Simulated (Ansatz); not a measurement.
A short molecular-dynamics run on Al₈N₇H₂₂⁻, a nanocrystal cut from wurtzite AlN (hydrogen-capped).

```yaml
crystal:
  periodic: [false, false, false]
  atoms:
    - {symbol: Al, position_ang: [0.272314, -1.782326, -2.721922]}
    - {symbol: N, position_ang: [-1.311794, -0.753504, -3.313710]}
    - {symbol: N, position_ang: [0.207300, -1.627011, -0.796813]}
    - {symbol: Al, position_ang: [-1.405858, -0.810788, -0.123017]}
    - {symbol: Al, position_ang: [0.194982, -1.784183, 2.477923]}
    - {symbol: N, position_ang: [-1.311263, -0.758065, 1.788432]}
    - {symbol: Al, position_ang: [-1.408712, 1.132009, -2.719147]}
    - {symbol: N, position_ang: [-1.305247, 0.995243, -0.794319]}
    - {symbol: Al, position_ang: [-1.444741, 1.058548, 2.480667]}
    - {symbol: Al, position_ang: [1.832324, -0.867691, -0.108885]}
    - {symbol: N, position_ang: [1.707525, -0.756352, 1.797892]}
    - {symbol: N, position_ang: [1.700497, 0.981582, -0.743330]}
    - {symbol: Al, position_ang: [0.166249, 2.020713, -0.106132]}
    - {symbol: Al, position_ang: [1.852293, 1.066087, 2.466629]}
    - {symbol: N, position_ang: [0.201706, 1.854217, 1.800383]}
    - {symbol: H, position_ang: [0.090203, -3.315129, -3.204798]}
    - {symbol: H, position_ang: [1.535819, -0.942142, -3.294391]}
    - {symbol: H, position_ang: [-2.173034, -1.250540, -3.031840]}
    - {symbol: H, position_ang: [-1.324808, -0.760039, -4.345638]}
    - {symbol: H, position_ang: [0.179859, -2.588627, -0.406562]}
    - {symbol: H, position_ang: [-2.730798, -1.574491, -0.657485]}
    - {symbol: H, position_ang: [0.201908, -3.241232, 1.725216]}
    - {symbol: H, position_ang: [0.194117, -1.866693, 4.091023]}
    - {symbol: H, position_ang: [-2.156575, -1.245981, 2.132090]}
    - {symbol: H, position_ang: [-2.827109, 1.742548, -3.199987]}
    - {symbol: H, position_ang: [-0.049257, 1.805876, -3.291752]}
    - {symbol: H, position_ang: [-2.151072, 1.452411, -0.402749]}
    - {symbol: H, position_ang: [-2.703203, 1.795152, 1.730124]}
    - {symbol: H, position_ang: [-1.515196, 1.096738, 4.093888]}
    - {symbol: H, position_ang: [3.180578, -1.597212, -0.594180]}
    - {symbol: H, position_ang: [2.547108, -1.241311, 2.159904]}
    - {symbol: H, position_ang: [1.719133, 0.993323, -1.778131]}
    - {symbol: H, position_ang: [2.554093, 1.473649, -0.427167]}
    - {symbol: H, position_ang: [0.209441, 3.553753, -0.589276]}
    - {symbol: H, position_ang: [1.972150, 1.133677, 4.074880]}
    - {symbol: H, position_ang: [3.096482, 1.784514, 1.668402]}
    - {symbol: H, position_ang: [0.202586, 2.823279, 2.163779]}
basis:
  gaussian: {orbitals: "6-31G*"}
total_charge: -1
hamiltonian: {xc: {name: revPBE}, dispersion: d3bj}
md: {timestep: 1 fs, n_steps: 25, ensemble: nvt_nose_hoover, temperature: 300, initial_velocities: maxwell_boltzmann, seed: 55}
scf: {omitted_lower_state_checks: [starts]}
```

```sh
$ ansatz run in.yaml --threads 2 --pin off --events-out ev --progress --plain --max-ram 20480MiB --backend cuda --devices 0, --max-vram 18GiB
```

| step | time (fs) | potential energy (eV) | kinetic (eV) | T (K) | conserved (eV) |
| --- | --- | --- | --- | --- | --- |
| 0 | 0.0 | -63568.1310 | 1.3572 | 300 | -63566.7737 |
| 1 | 1.0 | -63568.0368 | 1.2695 | 281 | -63566.7672 |
| 2 | 2.0 | -63567.8474 | 1.0902 | 241 | -63566.7572 |
| 3 | 3.0 | -63567.7095 | 0.9543 | 211 | -63566.7553 |
| 4 | 4.0 | -63567.6547 | 0.8937 | 198 | -63566.7612 |
| 5 | 5.0 | -63567.5977 | 0.8322 | 184 | -63566.7658 |
| 6 | 6.0 | -63567.4726 | 0.7110 | 157 | -63566.7621 |
| 7 | 7.0 | -63567.3395 | 0.5870 | 130 | -63566.7533 |
| 8 | 8.0 | -63567.3233 | 0.5699 | 126 | -63566.7545 |
| 9 | 9.0 | -63567.4044 | 0.6401 | 141 | -63566.7657 |
| 10 | 10.0 | -63567.4227 | 0.6546 | 145 | -63566.7699 |
| 11 | 11.0 | -63567.3124 | 0.5519 | 122 | -63566.7629 |
| 12 | 12.0 | -63567.1742 | 0.4224 | 93 | -63566.7546 |
| 13 | 13.0 | -63567.1306 | 0.3791 | 84 | -63566.7547 |
| 14 | 14.0 | -63567.1842 | 0.4272 | 94 | -63566.7606 |
| 15 | 15.0 | -63567.2487 | 0.4887 | 108 | -63566.7642 |
| 16 | 16.0 | -63567.2729 | 0.5170 | 114 | -63566.7609 |
| 17 | 17.0 | -63567.3089 | 0.5594 | 124 | -63566.7554 |
| 18 | 18.0 | -63567.4305 | 0.6777 | 150 | -63566.7597 |
| 19 | 19.0 | -63567.5709 | 0.8096 | 179 | -63566.7696 |
| 20 | 20.0 | -63567.5870 | 0.8271 | 183 | -63566.7697 |
| 21 | 21.0 | -63567.4716 | 0.7225 | 160 | -63566.7604 |
| 22 | 22.0 | -63567.3572 | 0.6161 | 136 | -63566.7539 |
| 23 | 23.0 | -63567.3410 | 0.5986 | 132 | -63566.7565 |
| 24 | 24.0 | -63567.3872 | 0.6403 | 142 | -63566.7625 |
| 25 | 25.0 | -63567.4090 | 0.6621 | 146 | -63566.7640 |

Velocities are drawn at the set temperature; a run this short doesn't reach equilibrium.

The 6-31G sets use Cartesian d functions. The highest occupied level of an anion often lies above zero with these methods, and sets without diffuse functions describe the outer electron poorly.

Frames (Å, forces in eV/Å):

```xyz
37
time=0.0 fs
Al    0.272   -1.782   -2.722    0.090    0.017   -0.033
N    -1.312   -0.754   -3.314   -0.207   -0.119   -0.126
N     0.207   -1.627   -0.797   -0.026   -0.157    0.077
Al   -1.406   -0.811   -0.123    0.012    0.007   -0.021
Al    0.195   -1.784    2.478    0.005   -0.034    0.019
N    -1.311   -0.758    1.788   -0.123   -0.071    0.054
Al   -1.409    1.132   -2.719    0.060    0.070   -0.033
N    -1.305    0.995   -0.794   -0.149    0.056    0.077
Al   -1.445    1.059    2.481   -0.027    0.022    0.019
Al    1.832   -0.868   -0.109    0.010   -0.009   -0.010
N     1.708   -0.756    1.798    0.113   -0.070    0.054
N     1.700    0.982   -0.743    0.184    0.106   -0.155
Al    0.166    2.021   -0.106   -0.003    0.013   -0.010
Al    1.852    1.066    2.467    0.030    0.017    0.026
N     0.202    1.854    1.800   -0.004    0.133    0.054
H     0.090   -3.315   -3.205   -0.008   -0.064   -0.012
H     1.536   -0.942   -3.294    0.008    0.010   -0.014
H    -2.173   -1.251   -3.032    0.094    0.054    0.005
H    -1.325   -0.760   -4.346    0.037    0.021    0.058
H     0.180   -2.589   -0.407    0.001    0.090   -0.052
H    -2.731   -1.574   -0.657   -0.035   -0.020   -0.004
H     0.202   -3.241    1.725    0.000   -0.028   -0.005
H     0.194   -1.867    4.091    0.000   -0.010    0.036
H    -2.157   -1.246    2.132    0.036    0.021   -0.016
H    -2.827    1.743   -3.200   -0.060    0.025   -0.012
H    -0.049    1.806   -3.292    0.012    0.002   -0.014
H    -2.151    1.452   -0.403    0.078   -0.045   -0.052
H    -2.703    1.795    1.730   -0.024    0.014   -0.005
H    -1.515    1.097    4.094   -0.009    0.005    0.036
H     3.181   -1.597   -0.594    0.046   -0.023   -0.007
H     2.547   -1.241    2.160   -0.036    0.022   -0.020
H     1.719    0.993   -1.778   -0.043   -0.025    0.112
H     2.554    1.474   -0.427   -0.097   -0.056   -0.036
H     0.209    3.554   -0.589    0.003    0.052   -0.006
H     1.972    1.134    4.075    0.006    0.004    0.039
H     3.096    1.785    1.668    0.026    0.015   -0.004
H     0.203    2.823    2.164    0.001   -0.042   -0.020
37
time=5.0 fs
Al    0.266   -1.794   -2.732    0.414    0.088    0.273
N    -1.290   -0.754   -3.322   -0.912   -0.855   -0.206
N     0.197   -1.617   -0.777    0.553   -0.573   -0.280
Al   -1.413   -0.834   -0.109    0.134    0.186   -0.376
Al    0.169   -1.802    2.472    0.467    0.051    0.077
N    -1.314   -0.783    1.772   -0.308   -0.087    0.415
Al   -1.407    1.141   -2.711    0.127   -0.084   -0.074
N    -1.299    1.002   -0.776   -0.473   -0.134    0.165
Al   -1.426    1.082    2.470   -0.107   -1.227    0.642
Al    1.835   -0.859   -0.104    0.658   -0.407   -0.449
N     1.718   -0.748    1.777   -0.280   -0.305    0.652
N     1.708    0.949   -0.755   -0.288    0.433    0.325
Al    0.154    2.029   -0.100    0.656    1.224   -0.393
Al    1.864    1.081    2.454    0.136   -0.167   -0.157
N     0.159    1.885    1.835    1.096    0.181   -0.092
H     0.188   -3.331   -3.252   -0.127    0.018    0.064
H     1.469   -0.897   -3.307    0.249    0.055   -0.032
H    -2.105   -1.336   -3.036    0.074    0.476    0.339
H    -1.366   -0.861   -4.348    0.384    0.451    0.010
H     0.329   -2.569   -0.368   -0.504    0.148   -0.173
H    -2.738   -1.546   -0.689   -0.124   -0.069   -0.002
H     0.272   -3.296    1.717   -0.073    0.306    0.200
H     0.170   -1.819    4.118    0.008   -0.089   -0.336
H    -2.143   -1.313    2.109    0.073    0.352    0.010
H    -2.739    1.819   -3.254   -0.499    0.021    0.001
H    -0.115    1.870   -3.305    0.357   -0.020   -0.006
H    -2.158    1.415   -0.351    0.235   -0.030   -0.245
H    -2.639    1.725    1.726   -0.788    0.461   -0.388
H    -1.514    1.021    4.083    0.000    0.116    0.045
H     3.246   -1.584   -0.643   -0.578    0.182    0.222
H     2.488   -1.292    2.206    0.110    0.210   -0.181
H     1.743    0.908   -1.784   -0.063    0.175   -0.042
H     2.545    1.449   -0.422    0.097    0.060   -0.156
H     0.353    3.673   -0.679   -0.245   -1.175    0.480
H     1.992    1.080    4.070   -0.001    0.110   -0.074
H     3.128    1.821    1.623   -0.354   -0.116    0.224
H     0.217    2.787    2.345   -0.107    0.033   -0.483
37
time=10.0 fs
Al    0.263   -1.805   -2.740    0.894    0.370    0.357
N    -1.279   -0.766   -3.331   -0.402   -0.273   -0.010
N     0.196   -1.615   -0.764    0.597   -0.454   -0.683
Al   -1.420   -0.855   -0.098    0.055    0.355   -0.775
Al    0.147   -1.819    2.466    0.842    0.446   -0.110
N    -1.319   -0.808    1.761   -0.151    0.331    0.500
Al   -1.405    1.151   -2.703    0.001    0.214   -0.407
N    -1.296    1.004   -0.756   -0.474   -0.330   -0.056
Al   -1.409    1.096    2.464   -1.478   -1.300    0.279
Al    1.842   -0.853   -0.102    0.163   -0.314   -0.319
N     1.723   -0.745    1.766   -0.503   -0.295    0.897
N     1.712    0.924   -0.762   -0.292    0.860    0.289
Al    0.148    2.047   -0.097    0.864    0.240   -0.020
Al    1.877    1.093    2.440   -0.292   -0.499   -0.018
N     0.135    1.917    1.866    1.601   -0.183   -0.633
H     0.258   -3.342   -3.284   -0.182    0.093    0.125
H     1.452   -0.844   -3.325    0.082   -0.171    0.090
H    -2.057   -1.336   -2.970   -0.416    0.239   -0.026
H    -1.333   -0.872   -4.362    0.039    0.292    0.277
H     0.376   -2.548   -0.354   -0.584   -0.207   -0.072
H    -2.768   -1.532   -0.720    0.067   -0.011    0.075
H     0.326   -3.289    1.748   -0.119    0.046    0.055
H     0.147   -1.792    4.080    0.001   -0.126    0.030
H    -2.145   -1.320    2.102   -0.263    0.216    0.180
H    -2.748    1.892   -3.301   -0.008   -0.335    0.272
H    -0.109    1.925   -3.316    0.089   -0.227    0.163
H    -2.163    1.391   -0.328    0.144    0.070   -0.201
H    -2.720    1.743    1.655    0.181   -0.033    0.246
H    -1.514    0.971    4.079   -0.034    0.185   -0.057
H     3.196   -1.539   -0.648   -0.023   -0.170    0.020
H     2.464   -1.307    2.222    0.163    0.255   -0.205
H     1.750    0.861   -1.793   -0.168    0.206    0.065
H     2.554    1.435   -0.452   -0.003    0.021   -0.159
H     0.442    3.549   -0.668   -0.252   -0.204    0.191
H     2.013    1.052    4.052    0.004    0.160   -0.014
H     3.088    1.836    1.623   -0.071    0.071    0.034
H     0.208    2.777    2.425   -0.074    0.463   -0.377
37
time=15.0 fs
Al    0.267   -1.812   -2.744    0.880    0.576    0.450
N    -1.275   -0.782   -3.338   -0.527    0.262    1.296
N     0.203   -1.619   -0.762    0.213   -0.766   -0.548
Al   -1.426   -0.873   -0.093    0.075    0.605   -0.965
Al    0.132   -1.832    2.459    1.017    0.734   -0.046
N    -1.328   -0.827    1.759   -0.753    0.385    0.751
Al   -1.402    1.161   -2.698    0.158    0.041   -0.295
N    -1.299    1.000   -0.740   -0.506   -0.158   -0.217
Al   -1.405    1.099    2.461   -1.665   -1.076   -0.020
Al    1.851   -0.849   -0.103   -0.468   -0.339   -0.019
N     1.719   -0.745    1.769   -0.570   -0.048    0.647
N     1.710    0.914   -0.764   -0.257    1.067    0.108
Al    0.149    2.066   -0.094    0.472   -1.873    0.818
Al    1.887    1.102    2.426   -0.769   -0.556    0.263
N     0.138    1.948    1.888    1.405    0.124   -0.709
H     0.285   -3.336   -3.289   -0.170   -0.048    0.090
H     1.457   -0.829   -3.323   -0.006   -0.238    0.108
H    -2.093   -1.273   -2.909    0.096    0.264   -0.774
H    -1.298   -0.823   -4.357   -0.388   -0.081   -0.283
H     0.295   -2.576   -0.355   -0.275    0.176   -0.191
H    -2.785   -1.523   -0.735    0.124   -0.034    0.078
H     0.352   -3.275    1.791   -0.112   -0.345   -0.192
H     0.124   -1.793    4.049   -0.013   -0.107    0.357
H    -2.198   -1.269    2.133    0.344    0.329   -0.071
H    -2.768    1.892   -3.289    0.135   -0.370    0.279
H    -0.079    1.931   -3.291   -0.071   -0.233    0.171
H    -2.173    1.401   -0.331    0.253   -0.034   -0.172
H    -2.774    1.760    1.631    0.568   -0.227    0.459
H    -1.522    0.964    4.067   -0.069    0.155    0.019
H     3.145   -1.534   -0.649    0.574   -0.437   -0.175
H     2.491   -1.275    2.201    0.153    0.081   -0.040
H     1.716    0.860   -1.795   -0.254    0.086    0.005
H     2.567    1.431   -0.516   -0.054    0.028    0.027
H     0.483    3.416   -0.628    0.104    1.770   -0.566
H     2.035    1.061    4.031    0.036    0.131    0.084
H     3.035    1.870    1.628    0.332    0.241   -0.239
H     0.181    2.849    2.405   -0.010   -0.086   -0.491
37
time=20.0 fs
Al    0.280   -1.815   -2.745    0.357    0.302    0.479
N    -1.278   -0.792   -3.329   -0.218    0.936   -0.510
N     0.215   -1.635   -0.770   -0.373   -0.401   -0.398
Al   -1.431   -0.886   -0.097    0.214    0.844   -0.810
Al    0.126   -1.839    2.453    1.000    0.235    0.473
N    -1.346   -0.838    1.767    0.043    0.879    0.275
Al   -1.398    1.172   -2.696    0.441   -0.631    0.268
N    -1.307    0.992   -0.728   -0.215    0.155   -0.348
Al   -1.414    1.092    2.457   -0.497   -0.834    0.193
Al    1.857   -0.850   -0.105    0.109   -0.996   -0.214
N     1.705   -0.746    1.783   -0.013   -0.019    0.340
N     1.703    0.921   -0.764   -0.433    0.896   -0.119
Al    0.155    2.072   -0.085    0.818    0.037    0.079
Al    1.891    1.106    2.414   -0.400    0.110    0.264
N     0.163    1.979    1.897    0.672   -0.502   -1.140
H     0.272   -3.340   -3.272   -0.130   -0.103    0.054
H     1.465   -0.865   -3.299    0.150   -0.007   -0.017
H    -2.156   -1.187   -2.987   -0.356   -0.347   -0.050
H    -1.338   -0.780   -4.376    0.010   -0.042    0.737
H     0.147   -2.598   -0.388    0.295    0.047   -0.069
H    -2.777   -1.523   -0.732   -0.020   -0.132    0.016
H     0.350   -3.325    1.796   -0.166    0.054   -0.082
H     0.099   -1.820    4.084    0.001   -0.084   -0.137
H    -2.224   -1.177    2.169   -0.226   -0.240    0.154
H    -2.768    1.811   -3.217   -0.301   -0.020   -0.023
H    -0.058    1.885   -3.230    0.128    0.003   -0.035
H    -2.175    1.428   -0.353    0.176   -0.122   -0.055
H    -2.712    1.733    1.704   -0.086    0.081   -0.012
H    -1.545    0.993    4.059   -0.030    0.058    0.105
H     3.197   -1.613   -0.677   -0.224    0.142    0.214
H     2.551   -1.220    2.166   -0.352    0.090   -0.037
H     1.627    0.881   -1.795   -0.099    0.021    0.071
H     2.573    1.436   -0.573   -0.012    0.083    0.075
H     0.522    3.586   -0.678   -0.416   -0.484    0.275
H     2.065    1.100    4.025    0.056    0.058   -0.025
H     3.044    1.947    1.589   -0.017   -0.176    0.013
H     0.155    2.928    2.289    0.112    0.110   -0.003
37
time=25.0 fs
Al    0.295   -1.815   -2.741   -0.155   -0.074    0.323
N    -1.288   -0.788   -3.320   -1.465    0.491    0.476
N     0.220   -1.656   -0.785   -0.555   -0.096   -0.111
Al   -1.434   -0.892   -0.109    0.157    0.836   -0.494
Al    0.129   -1.844    2.450    0.686   -0.141    0.585
N    -1.365   -0.835    1.782   -0.455    0.651    0.391
Al   -1.390    1.178   -2.692    0.190   -0.903    0.535
N    -1.315    0.985   -0.723    0.092    0.377   -0.336
Al   -1.428    1.077    2.456    0.661   -0.511    0.573
Al    1.863   -0.859   -0.108   -0.001   -0.926   -0.138
N     1.688   -0.746    1.801   -0.224    0.334   -0.308
N     1.690    0.943   -0.765   -0.391    0.491   -0.023
Al    0.168    2.077   -0.074    0.547    0.419   -0.139
Al    1.891    1.111    2.404   -0.089    0.604    0.253
N     0.201    2.003    1.887   -0.171   -0.324   -0.969
H     0.228   -3.363   -3.241   -0.059    0.075    0.048
H     1.506   -0.905   -3.277    0.133    0.094   -0.082
H    -2.252   -1.150   -3.096    0.923   -0.046    0.392
H    -1.374   -0.747   -4.331    0.483    0.120   -0.809
H     0.070   -2.621   -0.431    0.547    0.043    0.002
H    -2.771   -1.552   -0.724   -0.042   -0.136    0.005
H     0.310   -3.366    1.780   -0.143    0.377    0.012
H     0.074   -1.868    4.095    0.045   -0.039   -0.286
H    -2.270   -1.122    2.226    0.623   -0.174   -0.339
H    -2.828    1.720   -3.145   -0.143    0.117   -0.132
H    -0.011    1.837   -3.175    0.082    0.115   -0.158
H    -2.177    1.444   -0.369    0.140   -0.175    0.006
H    -2.674    1.728    1.772   -0.716    0.403   -0.474
H    -1.575    1.036    4.071    0.054   -0.031   -0.018
H     3.211   -1.668   -0.662   -0.391    0.356    0.287
H     2.564   -1.167    2.142    0.010   -0.293    0.277
H     1.515    0.908   -1.784    0.201    0.016   -0.002
H     2.573    1.458   -0.618   -0.170   -0.010   -0.051
H     0.475    3.688   -0.680   -0.444   -1.105    0.445
H     2.109    1.153    4.015    0.046   -0.026   -0.083
H     3.054    1.986    1.549   -0.184   -0.443    0.149
H     0.153    3.006    2.157    0.178   -0.466    0.193
```

It took 91 s on 2 threads of AMD EPYC 7R13 on a shared host and a share (18 GiB) of an NVIDIA H100 80GB HBM3.
